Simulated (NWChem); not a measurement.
C3H3N2, doublet; SMILES [c]1c[nH]cn1

```xyz
8

C      1.1909    -0.2183     0.0000
C      0.6000     1.0187     0.0000
N     -0.7474     0.7204     0.0000
C     -0.8695    -0.6312     0.0000
N      0.3141    -1.2120     0.0000
H      0.9824     2.0349     0.0000
H     -1.5087     1.3883     0.0000
H     -1.8354    -1.1363     0.0000
```
Atoms are numbered in this order, from 1.

Computed with NWChem. Spin-unrestricted. In the optimisation the excess spin sits in a' (Cs, its own frame). The geometry was optimised at PBE0/def2-SVP, spin-unrestricted. No stability test was run on the SCF state. Level: M06-2X/def2-SVP with COSMO at NWChem's default radii, gas-phase geometry; rows give the dielectric constant. Reactions with the solvent are ignored.

For dielectric constant 78.4:

```yaml
dipole in solution (D): 5.69
```

**Question.** How do the values read with dielectric constant 11.7 instead?

**Answer.** 
- dipole in solution (D) = 5.56
